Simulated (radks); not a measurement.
Task: Spherical quantum dot in the effective-mass picture: electrons in a well V = -V0 / (1 + exp((r - R)/a)) with V0 = 40.3, R = 1.83, a = 0.071, all in effective atomic units (hartree* = m*/eps^2 hartree, bohr* = eps/m* bohr), one dielectric constant everywhere. Method: non-relativistic Kohn-Sham, r2SCAN, spin-polarised, spherical densities, generalised Kohn-Sham scheme; computed with a radial shooting solver with Libxc functionals. Levels are named by radial order and angular momentum (1s, 1p, 1d, 2s, ...), and open shells are averaged over m. Results are scaled to m* = 0.214 and eps = 10.8, for which hartree* = 49.92 meV and bohr* = 2.671 nm. At N = 23 the configuration is 1s2 1p6 1d10 1f(up 5, down 0). Does electron 24 go into 1f down or 1f up or 2s up?

Result: Into 1f up. The total energies of the other choices lie higher by 7.77 meV (2s up), 9.61 meV (1f down).
